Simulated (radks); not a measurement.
Values are calculated unless marked as measured or tabulated.
Excited configurations of Sr3+: one electron is placed in a higher orbital outside [Ar] 3d10 4s2 4p4. The ground configuration is [Ar] 3d10 4s2 4p5. Level of theory: scalar-relativistic Kohn-Sham, LDA (Slater exchange, Perdew-Wang correlation), spin-polarised, spherical densities, point nucleus; open shells are filled with parallel spins first (spin-orbit coupling, left out, can overturn this in heavy ions) (a radial shooting solver on a logarithmic mesh with Libxc functionals). Excitation = E - E(ground); binding = E(ion) - E, where the ion is the core of charge +4; n* = 4/sqrt(2 binding) in atomic units, and the quantum defect is n - n*.

outer orbital,excitation (eV),binding (eV),n*,eigenvalue (eV)
4d,24.247,32.434,2.591,-27.067
5p,33.366,23.316,3.056,-20.582
5d,40.553,16.129,3.674,-14.160
7s,46.995,9.686,4.741,-8.735
7f,51.590,5.092,6.539,-4.556

The Delta-SCF ionisation energy is 56.682 eV (NIST Atomic Spectra Database: 56.280 eV, semi-empirical). Self-interaction in the functional shifts the binding energies and quantum defects, so they are the method's values and not measured ones. Open shells are spherical and high-spin; term and fine-structure splittings are not resolved.
